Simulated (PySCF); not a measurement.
# What a mistake does to a calculation on BFH4NSi cation

Calculated results; nothing here was measured. The program is PySCF 2.14.0, an open-source quantum chemistry code, run on an isolated molecule that a program drew, which may never have been made. The molecule is BFH4NSi cation (charge +1, singlet), drawn as the SMILES string `NB(F)[SiH2+]`.

Each row is a Hartree-Fock (HF) and frozen-core CCSD(T) single point in the cc-pV(D+d)Z basis, meant for a local HF minimum. Run 1 is clean. Each other run has one planted mistake out of seven kinds, and not every kind appears here: one electron removed, one electron added, multiplicity raised by two, geometry at a saddle point, minimal basis STO-3G, one bond length entered in bohr, all coordinates scaled. The reference is restricted for singlets and unrestricted otherwise, and also for a bond in bohr. Adding or removing an electron swaps singlet and doublet. Electrons count all cores. HOMO and LUMO are orbital energies over both spins, the gradient is its largest component, and the lowest frequency (negative if imaginary) is given only where the gradient is small. Bond lengths are over the 7 bonds as drawn. T1 is the CCSD diagnostic: over 0.02 (restricted) or 0.045 (unrestricted) a single reference is doubtful.

Geometry of the clean run:
```xyz
8
BFH4NSi cation, angstrom
N    -1.3168    1.0543   -0.0158
B    -1.7562   -0.0055   -0.7533
F    -2.9900   -0.4751   -0.7531
Si   -0.4806   -1.0447   -2.0141
H    -1.9414    1.5543    0.5933
H    -0.3829    1.4116   -0.0137
H    -0.9279   -2.1790   -2.8282
H     0.9412   -0.7185   -2.1754
```

| run | electrons | basis functions | <S^2> | HOMO (eV) | LUMO (eV) | gradient (hartree/bohr) | lowest frequency (cm^-1) | mean bond (Å) | longest bond (Å) | T1 | HF (hartree) | CCSD(T) (hartree) | mistake |
|---|---|---|---|---|---|---|---|---|---|---|---|---|---|
| 1 | 38 | 85 | 0.000 | -17.26 | -6.14 | 4.2e-05 | 94 | 1.3852 | 2.073 | 0.0162 | -469.65116 | -470.21422 | no fault |
| 2 | 39 | 85 | 0.768 | -7.53 | 1.72 | 3.4e-02 | - | 1.3852 | 2.073 | 0.0140 | -469.90172 | -470.47631 | one electron added |
| 3 | 38 | 28 | 0.000 | -15.35 | -2.85 | 2.2e-02 | - | 1.3852 | 2.073 | 0.0189 | -463.96758 | -464.15831 | minimal basis STO-3G |
| 4 | 38 | 85 | 0.693 | -16.47 | -6.26 | 2.2e-02 | - | 1.5130 | 2.073 | 0.0628 | -469.49578 | -470.06454 | ? |
| 5 | 38 | 85 | 0.000 | -16.59 | -6.18 | 8.5e-02 | - | 1.5126 | 2.263 | 0.0200 | -469.59355 | -470.17396 | ? |

**Which mistake was planted in run 4, and what did it cost?**

The mean bond changes by a factor of 1.092 and the longest by 1.000, so the molecule wasn't scaled as a whole. A length L in bohr read as angstrom grows by (1/0.5292 - 1) L = 0.890 L. The 7 bonds together grew by 7 x 0.1278 = 0.895 Å, which gives L = 1.005 Å. That is the length of one of the H-N bonds, 1.006 Å in the clean geometry. So the mistake is: one bond length entered in bohr. Subtracting run 1 and multiplying by 627.51 kcal/mol a hartree, the energy moved by 97.5 kcal/mol in HF and 93.9 kcal/mol in CCSD(T).

**Which mistake was planted in run 5, and what did it cost?**

The mean and the longest bond both change by the same factor, 1.092, and the gradient is no longer small. So the mistake is: all coordinates scaled. Subtracting run 1 and multiplying by 627.51 kcal/mol a hartree, the energy moved by 36.2 kcal/mol in HF and 25.3 kcal/mol in CCSD(T).

Cautions from the logs. Run 4: T1 is over the limit, so its CCSD(T) energy is less reliable.
